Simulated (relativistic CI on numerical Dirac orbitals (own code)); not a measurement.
## Xe5+: calculation against measurement

Method of calculation: Dirac-Coulomb-Breit CI, separate exchange-only KLI orbitals for each configuration, model QED, valence Slater integrals scaled by 0.9, configuration energies shifted to the measured levels that pair with them (semi-empirical) (own radial code, finite nucleus).

Configuration list (outside the closed core [Kr] 4d10): 5s²5p, 5s5p², 5s²5d, 5s²4f, 5s²6s, 5s²6p, 5s²5f, 5s²6d, 5s²7s, 5s²7p, 5s²7d, 5s²8s, 5s²8p, 5s²8d, 5p³, 5s5p5d, 5s²5g, 5p5d², 5p4f², 5s5p5f, 5s5p4f, 5s5p5g, 5p²5d, 5p²4f, 5s5p6s, 5s4f5d, 5s5d², 5s4f², 5s5p6p, 5p5f². Levels of other configurations are missing.

```csv
Configuration,Term (tabulated),J,Measured (cm⁻¹),Computed,Error,Purity (%)
5s²5p,2P°,1/2,0.0,0,0,98
5s²5p,2P°,3/2,15599.0,15131,-468,97
5s5p²,4P,1/2,92586.0,92294,-292,95
5s5p²,4P,3/2,100378.0,99605,-773,98
5s5p²,4P,5/2,107205.0,106513,-692,90
5s5p²,2D,3/2,124869.9,125709,839,84
5s5p²,2D,5/2,129229.9,129476,246,77
5s5p²,2P,3/2,159112.0,167098,7986,91
5s²5d,2D,3/2,180249.6,180414,164,80
5s²5d,2D,5/2,182308.0,182128,-180,84
5s²4f,2F° †,5/2,184994.0,185071,77,96
5s²4f,2F° †,7/2,185306.0,185186,-120,96
5s²6s,2S,1/2,223477.8,223481,3,99
5s²6p,2P°,1/2,264891.0,265138,247,95
5s²6p,2P°,3/2,270305.7,270169,-137,92
5s²5f,2F°,7/2,331260.0,331286,26,60
5s²7s,2S,1/2,352250.0,352261,11,98
5s²7p,2P°,1/2,374180.0,379903,5723,62
5s²7p,2P°,3/2,375500.0,381237,5737,73
5s²7d,2D,3/2,404100.0,404090,-10,72
5s²7d,2D,5/2,404930.0,405622,692,82
5s²8s,2S,1/2,413710.0,413797,87,88
5s²8p,2P°,1/2,423270.0,423055,-215,97
5s²8p,2P°,3/2,424230.0,424415,185,96
5s²8d,2D,3/2,442770.0,442840,70,97
5s²8d,2D,5/2,443150.0,443127,-23,96
```

Measured levels from Saloman, J. Phys. Chem. Ref. Data 33, 765 (2004); pairs were made by configuration, J and term (by order where the table uses no LS term), so strongly mixed levels may be paired wrongly.

Mean error by configuration (cm⁻¹): 5s²5p -468; 5s5p² 1219; 5s²5d -8; 5s²6s 3; 5s²6p 55; 5s²5f 26; 5s²7s 11; 5s²7p 5730; 5s²7d 341; 5s²8s 87; 5s²8p -15; 5s²8d 24. Over the excited levels the mean absolute error is 1078 cm⁻¹ (25 of the 30 excited levels that our extract of the source holds in range could be paired, and the others can miss by more), and the median relative error of those above 1,000 cm⁻¹ is 0.093 %, both after the shifts were fitted to these levels, so that a configuration with one level shows no error. † marks terms whose computed intervals miss the measured ones by more than a factor of 2.5, or configurations far off the rest, from wrong mixing, a near crossing or a doubtful label or measurement; they are left out of the means.

Configurations whose levels could be paired with our table of measured levels were shifted onto them, all but the ground configuration, by the median error of their levels; single terms can still be off by 1,000 to 2,000 cm⁻¹ or more, and rates follow the energies as ν³ (E1, M1) or ν⁵ (E2). The others borrow a shift and can be off by several thousand cm⁻¹ or more. Levels and lines within the n = 5 or 6 shells can be off by up to 10 % or somewhat more, and those that change n by about 2 %, since core polarisation is missing. 25 of the 30 excited levels that our extract of the measured tables holds in this range could be paired (the sources list more); they are missed by 1000 cm⁻¹ on average and 7986 at most, after the shifts were fitted to these levels, and levels without a partner can miss by more.

Shifts applied (cm⁻¹): 5s²5p 0; 5s5p² 3779; 5s²5d -4803; 5s²4f -4392; 5s²6s -7032; 5s²6p -7239; 5s²5f -13075; 5s²7s -4753; 5s²7p -1449; 5s²7d -2744; 5s²8s -4881; 5s²8p -7210; 5s²8d -6873.
